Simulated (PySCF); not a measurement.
# Ionisation energy of Co by level of theory

Co [Ar] 3d7 4s2 (4F) → Co⁺ [Ar] 3d8 (3F), as a difference of total energies. All numbers are calculated (PySCF 2.14, scalar relativity by spin-free X2C-1e, in x2c-TZVPPall). Correlated levels: valence: [Ar] frozen; valence and next inner shell: [Ne] frozen. The calculations carry no spin-orbit coupling.

```
                                method  ionisation energy (eV)
                                   UHF                   8.291
                                   LDA                   7.908
                                   PBE                   7.790
                                  PBE0                   7.881
                                r2SCAN                   7.905
                                  MN15                   7.224
                             CAM-B3LYP                   7.984
                               r2SCAN0                   8.025
                                  BLYP                   7.905
                         MP2 (valence)                   7.357
                     SCS-MP2 (valence)                   7.394
    MP2 (valence and next inner shell)                   7.002
SCS-MP2 (valence and next inner shell)                   7.153
```

Question: How much does correlation contribute at MP2 (valence and next inner shell)?

Answer: 7.002 − (8.291) = -1.289 eV, measured against UHF.

Errors of the correlated levels include the incompleteness of this basis and the frozen core.

MP2 underrates the near-degeneracy of ns² with np² in the lower species.

For comparison: 7.869 eV (measured; NIST levels, between the centres of gravity of the two terms).
